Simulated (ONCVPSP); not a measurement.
# PBE ONCV dataset for silver (Ag), scalar-relativistic all-electron reference.

| Quantity | Value |
| --- | --- |
| Element | silver |
| Generator | ONCVPSP 4.0.1 |
| Type | optimised norm-conserving Vanderbilt (ONCV) |
| Functional | PBE |
| Relativity | scalar-relativistic |
| Frozen core | [Kr] |
| Valence charge | 11 |
| Reference configuration | 4d10 5s0.75 5p0.25 |
| Partial waves | 5s: rc 2.45 bohr, ncon 5, nbas 8, qcut 2.9 1/bohr, 1 projector; 5p: rc 3.55 bohr, ncon 5, nbas 9, qcut 2.8 1/bohr, 3 projectors, debl 0.6 Ha; 4d: rc 1.20 bohr, ncon 4, nbas 7, qcut 6.9 1/bohr, 3 projectors, debl 1.7 Ha |
| Local potential | polynomial inside 0.90 bohr (lpopt 5, dvloc0 1 Ha) |
| Core correction | polynomial model core, fcfact 0.75 |

Calculated quality:

```
Cutoffs needed             : 85 Ha and 115 Ha (the cutoffs (Ha) at which the residual kinetic energy of the hardest occupied pseudo-wave falls to 1 and 0.1 mHa per electron)
Ghost test                 : ghosts flagged at negative energy: s at -360.0 eV, p at -74.1 eV, d at -88.0 eV; GHOST(+) flagged for s at 10.0 eV; a true bound ghost makes a file unfit for plane-wave use
Configuration tests        : 2 of 4 tests not solved or not reliable
rms error of d²Exc/dni dnj : 3.42 mHa without and 0.15 mHa with the model core
```

Generation and tests took about 5.6 s on one core of a shared server CPU.
